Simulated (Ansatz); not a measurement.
(1) Predict a relaxed structure of ZnBr₂⁻ (the lowest doublet isomer of a short search), charge -1, doublet, at PBE-D4/def2-TZVPD (Ansatz).

Results:

(1) 
```
atom   x (Å)   y (Å)   z (Å)
 Zn1   0.669   0.189  -0.437
 Br2  -0.615   1.974   0.681
 Br3  -0.054  -2.163  -0.244
```
Point group C2v (tolerance 0.1 Å). The metal has 2 neighbours: Br 2.47 Å, Br 2.47 Å. This is one stationary point.

The highest occupied level of the charge -1 doublet lies above zero (up to 0.17 eV). By energy differences its removal costs 2.36 eV (vertical, to the charge 0 singlet, at PBE-D4/def2-TZVPD); a positive level beside a positive removal energy at the same level points to self-interaction error. The relaxation made no stability test and no search for a lower SCF solution. The structure comes from a short search, and lower isomers may exist.
